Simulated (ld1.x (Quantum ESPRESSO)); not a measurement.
# Scattering properties, TM semilocal potential for Ne

| Quantity | Value |
| --- | --- |
| Element | Ne (Z = 10) |
| Generator | ld1.x (Quantum ESPRESSO) 7.5 |
| Type | norm-conserving Troullier–Martins (semilocal form) |
| Functional | PBE |
| Relativity | scalar-relativistic |
| Frozen core | [He] |
| Valence charge | 8 |
| Reference configuration | 2s2 2p6 |
| Partial waves | 2p (bound): rc 1.65 bohr; 2s (bound): rc 0.65 bohr |
| Local potential | the s channel |
| Core correction | Bessel-smoothed model core inside 0.60 bohr |

The phase is arctan(r·u′/u) with u = r·R(r), unwrapped; energies in Ry, scanned from -5 to 5 Ry. A pole is an energy at which the radial function vanishes at the test radius. The pseudo phase is shifted by a multiple of π to meet the all-electron one at the reference energy, and phase errors are pseudo minus all-electron; the curves can meet again beyond the range given. Levels narrower than the energy grid can be missing from the lists of poles.

```tsv
channel	radius (bohr)	reference energy (Ry)	poles, all-electron	poles, pseudo	unbroken range about the reference energy with phases within 0.05 rad	phase error 1 Ry above the reference energy (rad)
s	1.81	-2.68	-2.31	-2.31	the whole range	-0.000
p	1.81	-0.98	-0.50	-0.48	below 1.1	+0.020
```

Phases in the p channel:

| E (Ry) | all-electron | pseudo |
| --- | --- | --- |
| -5.00 | 1.317 | 1.321 |
| -4.74 | 1.309 | 1.313 |
| -4.48 | 1.300 | 1.305 |
| -4.22 | 1.290 | 1.296 |
| -3.96 | 1.279 | 1.285 |
| -3.70 | 1.267 | 1.273 |
| -3.44 | 1.252 | 1.259 |
| -3.18 | 1.234 | 1.242 |
| -2.92 | 1.212 | 1.221 |
| -2.66 | 1.184 | 1.194 |
| -2.40 | 1.146 | 1.158 |
| -2.14 | 1.092 | 1.105 |
| -1.88 | 1.003 | 1.020 |
| -1.62 | 0.833 | 0.854 |
| -1.36 | 0.393 | 0.419 |
| -1.10 | -0.652 | -0.647 |
| -0.84 | -1.297 | -1.295 |
| -0.58 | -1.529 | -1.521 |
| -0.32 | -1.643 | -1.630 |
| -0.06 | -1.715 | -1.697 |
| 0.20 | -1.768 | -1.745 |
| 0.46 | -1.813 | -1.784 |
| 0.72 | -1.855 | -1.818 |
| 0.98 | -1.897 | -1.851 |
| 1.24 | -1.941 | -1.883 |
| 1.50 | -1.990 | -1.916 |
| 1.76 | -2.046 | -1.952 |
| 2.02 | -2.115 | -1.993 |
| 2.28 | -2.201 | -2.039 |
| 2.54 | -2.313 | -2.093 |
| 2.80 | -2.462 | -2.159 |
| 3.06 | -2.662 | -2.240 |
| 3.32 | -2.924 | -2.342 |
| 3.58 | -3.231 | -2.473 |
| 3.84 | -3.537 | -2.641 |
| 4.10 | -3.795 | -2.853 |
| 4.36 | -3.992 | -3.102 |
| 4.62 | -4.138 | -3.366 |
| 4.88 | -4.246 | -3.612 |
